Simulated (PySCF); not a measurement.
HCl$_{2}$HfO, doublet, geometry from GFN2-xTB (such geometries of metal compounds can be far from the true shape) (the multiplicity is a formal guess) (core potentials on Hf). Base run: PySCF with B3LYP/def2-SVP.

Input for PySCF:
```python
from pyscf import gto, scf, dft

mol = gto.M(
    atom='''
Hf    0.16946100    0.02707656    0.08253510
Cl   -1.37580221   -1.56327809    0.19059445
Cl   -0.11392632    1.79371172   -1.21627630
O     1.47605822   -0.55850046    1.22779791
H     1.31572726   -1.39888069    1.67168072
''',
    basis='def2-svp',
    ecp={'Hf': 'def2-svp'},
    spin=1,
    verbose=4,
    symmetry=True,
)

mf = dft.UKS(mol)
mf.xc = 'b3lyp'
mf.kernel()
mf.analyze()
```

The base run was repeated with changes; each row names its change, and settings that it needs were set with it.

| change | ΔE vs base (mEh) | point group used | SCF cycles |
|---|---|---|---|
| base | 0.000 | Cs | 11 |
| symmetry = off | 0.000 | C1 | 11 |
| irrep_nelec = A':(21, 21) A":(7, 6) | 64.845 | Cs | 13 |
| irrep_nelec = A':(23, 21) A":(5, 6) | 286.0 | Cs | 17 |

Open shells are given as the SCF converged; they aren't shown to be the lowest states, and a large step between rows can be another state.
